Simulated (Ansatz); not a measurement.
Li8H8⁻. Total charge -1; doublet. Geometry r2SCAN-D4/def2-SVP, that of the neutral singlet; atoms count from 1.

Cartesian coordinates in Å:
```
Li 1.978 -1.627 -0.684
Li 0.477 0.658 -1.812
Li -1.167 -1.506 -0.563
Li -2.469 0.659 -0.704
Li 2.515 0.778 -0.317
Li -2.023 0.191 1.702
Li -0.227 1.770 0.875
Li 0.917 -0.921 1.502
H -2.599 -0.861 0.362
H -0.260 0.304 2.039
H 2.569 -0.646 0.782
H 2.069 -0.230 -1.815
H 1.014 1.766 -0.402
H 0.405 -2.035 0.088
H -1.161 -0.038 -1.723
H -2.038 1.738 0.669
```

The highest occupied level of the charge -1 doublet lies above zero (up to 0.77 eV). Energy differences put its binding near zero (0.07 eV; vertical, against the charge 0 singlet, at PBE0-D4/def2-TZVPD), which leaves it undecided. The structure comes from a short search, and lower isomers may exist.

Question: Estimate the Mulliken populations from the PBE0/def2-TZVPD orbitals of Ansatz.

Answer: 
| atom | charge (e) | spin (α − β) |
| --- | --- | --- |
| Li1 | 0.70 | 0.03 |
| Li2 | 0.59 | 0.21 |
| Li3 | 0.59 | 0.21 |
| Li4 | 0.70 | 0.03 |
| Li5 | 0.70 | 0.03 |
| Li6 | 0.70 | 0.03 |
| Li7 | 0.59 | 0.21 |
| Li8 | 0.59 | 0.21 |
| H9 | -0.77 | 0.01 |
| H10 | -0.77 | 0.01 |
| H11 | -0.77 | 0.01 |
| H12 | -0.77 | 0.01 |
| H13 | -0.77 | 0.01 |
| H14 | -0.77 | 0.01 |
| H15 | -0.77 | 0.01 |
| H16 | -0.77 | 0.01 |
Mulliken values depend strongly on the basis. With diffuse functions, as here, like atoms can get unlike values, and bond orders can come out too low or too high.

Question: Where does the spin sit?

Answer: Summed by element: Li 0.95, H 0.05, of 1 unpaired in all. Largest on single atoms: Li2 0.21, Li8 0.21, Li7 0.21.
